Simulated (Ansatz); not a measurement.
**Cl⁻ ··· CH₂O**

The pair of Cl⁻ (SMILES [Cl-], atom 1) and CH₂O (SMILES C=O, atoms 2–5), both closed shells, in one local arrangement (a lower one may exist), relaxed at PBE0-D4/def2-TZVPD:

Cl1  (0.252, -0.152, -2.270)
C2  (-0.063, 0.038, 0.554)
O3  (-1.054, 0.422, 1.132)
H4  (0.108, -1.024, 0.314)
H5  (0.757, 0.716, 0.270)
(Å)

Computed with Ansatz 0.2.0 (basis: def2-TZVPPD, with def2-QZVPPD for the basis limit); correlated methods freeze the cores. B3LYP uses VWN-RPA correlation. Extrapolation: Hartree–Fock as exp(−7.88 √X), correlation as X^−2.97. Interaction energies count from these two fragments, frozen as in the pair, with the counterpoise correction; negative means bound.

Q: What is the interaction energy by CCSD(T) at an estimated basis limit (MP2 extrapolated from triple and quadruple zeta, plus CCSD(T) − MP2 in triple zeta)? (Judge from chemistry; the value comes from the calculation.)

A: Computed: -46.9 kJ/mol. Hartree–Fock alone gives -35.4 kJ/mol at the basis limit. It counts from the two fragments frozen as in the pair.

The same quantity by other methods in triple zeta, and each one's difference from that estimate:
| method | E_int (kJ/mol) | difference |
| --- | --- | --- |
| PBE-D4 | -59.5 | -12.6 |
| revPBE-D4 | -57.6 | -10.7 |
| BLYP-D4 | -55.6 | -8.7 |
| r2SCAN-D4 | -57.9 | -11.0 |
| B97M-V | -53.6 | -6.7 |
| PBE0-D4 | -54.9 | -8.0 |
| B3LYP-D4 | -53.1 | -6.2 |
| HSE06-D4 | -55.0 | -8.1 |
| wB97X-V | -48.6 | -1.7 |
| wB97M-V | -48.9 | -2.0 |
| B2PLYP | -44.8 | 2.1 |
| HF | -35.1 | 11.8 |
| MP2 | -43.3 | 3.6 |
| CCSD | -40.5 | 6.4 |
| CCSD(T) | -42.3 | 4.6 |
Differences are method less estimate.

Basis-set superposition shift (counterpoise-corrected less uncorrected): CCSD(T) 3.7; MP2 3.4; HF 0.2; PBE0-D4 0.3; wB97M-V 0.3 kJ/mol.

The T1 diagnostic stays at or below 0.017.

For scale, one of the runs: CCSD(T)/def2-TZVPPD, 162 basis functions, launched by `ansatz run in.yaml --threads 2 --pin off --events-out ev --progress --plain --max-ram 5222MiB`. Time: 10 s of wall clock on 2 CPU threads of an Intel Xeon Platinum 8259CL; the host was shared. Peak host memory: 0.9 GiB.
